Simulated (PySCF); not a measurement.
## Assigning NMR signals

Cartesian coordinates in Å; atom numbers follow the order of the lines, from 1:
```xyz
25

C     3.604    0.255    0.095
C     2.321   -0.198   -0.574
C     2.276   -1.701   -0.793
O     1.239    0.213    0.241
Si   -0.319    0.457   -0.284
N    -1.242   -1.002   -0.070
Si   -2.970   -1.068    0.057
N    -3.470    0.591    0.224
Si   -2.673    1.892    1.065
N    -0.985    1.711    0.707
H     3.595    1.345    0.238
H     3.702   -0.219    1.084
H     4.482   -0.012   -0.512
H     2.242    0.300   -1.561
H     3.120   -2.038   -1.414
H     1.344   -1.998   -1.299
H     2.326   -2.225    0.175
H    -0.250    0.837   -1.726
H    -0.708   -1.789    0.286
H    -3.688   -1.598   -1.145
H    -3.315   -1.964    1.208
H    -4.319    0.849   -0.269
H    -2.877    1.881    2.549
H    -3.277    3.162    0.548
H    -0.307    2.303    1.179
```

- GIAO PBE0/pcSseg-1 shieldings
- geometry from PBE0-D3(BJ)/def2-SVP
- run in PySCF 2.14.0 with density-fitted response routines
- rapidly exchanging positions averaged, one computed conformer, no solvent model, no relativistic terms

Referencing at the same level of theory: 13C and 1H vs TMS.

(1) Assign these signals to the numbered atoms. 13C{1H} NMR (computed): δ 67.5 (CH), 27.3 (CH3).

(2) Assign these signals to the numbered atoms. 1H NMR (300 MHz, computed): δ 5.36 (m, 2H), 5.20 (m, 2H), 5.19 (s, 1H), 3.99 (sept, 1H), 1.19 (d, 6H), 0.47 (br s, 2H), 0.42 (br s, 1H).

## Answers

(1) 
67.5 → C2, sp3 CH bonded to O: pulled downfield by the heteroatom
27.3 → C1/C3, methyl carbon: aliphatic region, no heteroatom directly attached

(2) 
5.36 → H21/H23, hydrogen on a silicon bonded to 2 N, in a 6-membered ring
5.20 → H20/H24, hydrogen on a silicon bonded to 2 N, in a 6-membered ring
5.19 → H18, hydrogen on a silicon bonded to 2 N, O, in a 6-membered ring
3.99 → H14, hydrogen on an sp3 CH bonded to O: its carbon carries O, hence the downfield position
1.19 → H11/H12/H13/H15/H16/H17, hydrogen on a methyl carbon
0.47 → H19/H25, hydrogen on a nitrogen bonded to 2 Si, in a 6-membered ring: exchangeable; this is the value without hydrogen bonding to other molecules
0.42 → H22, hydrogen on a nitrogen bonded to 2 Si, in a 6-membered ring

H20/H24 and H18; H19/H25 and H22 lie closer than the usual error of such a calculation, so a measured spectrum could show them in the other order.

OH and NH positions are those of a molecule without intermolecular hydrogen bonds; in solution they move with solvent, concentration and temperature, and exchange usually removes their couplings. Shifts are as computed. Against solution values, carbons near 30 ppm lie about +2 ppm off and those near 130 ppm about +5 ppm. Of 1211 compounds with measured shifts, 218 miss one by over three times the rms of a fit or turn the order of signals round; such compounds aren't used in these exercises. Multiplicities follow the n + 1 count of equivalent neighbours, as no J values were calculated; m marks all less simple cases, F and P coupling included.
